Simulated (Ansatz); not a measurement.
This Ansatz (a first-principles code) input (MP2/def2-QZVPPD) gives -632.29708 Eh with 284 basis functions. A basis named .json is the Basis Set Exchange file of that set (core-valence sets with the plain set on hydrogen).

Ansatz 0.2 input:
```yaml
crystal:
  periodic: [false, false, false]
  atoms:
    - {symbol: Si, position_ang: [-1.02909718, 0.09598792, 0.19603010]}
    - {symbol: P, position_ang: [1.16264179, -0.17498748, -0.28686021]}
    - {symbol: H, position_ang: [-1.82509624, -0.83302336, -0.63823404]}
    - {symbol: H, position_ang: [-1.45804519, 1.48794000, -0.08774552]}
    - {symbol: H, position_ang: [-1.28854722, -0.19745417, 1.62733475]}
    - {symbol: H, position_ang: [1.53942232, 0.82351881, 0.65712658]}
basis:
  gaussian:
    orbitals: def2-QZVPPD.json
magnetization: {spin_polarized: true, initial_magnetization: 1}
correlation: {method: mp2, electrons: outside_noble_gas}
```

Change:
```diff
- orbitals: def2-QZVPPD.json
+ orbitals: aug-cc-pV_Q+d_Z.json
```

### Question
What does the run give now?

### Answer
-632.29786 Eh (MP2/aug-cc-pV(Q+d)Z, 362 functions), a change of -0.78 mEh.
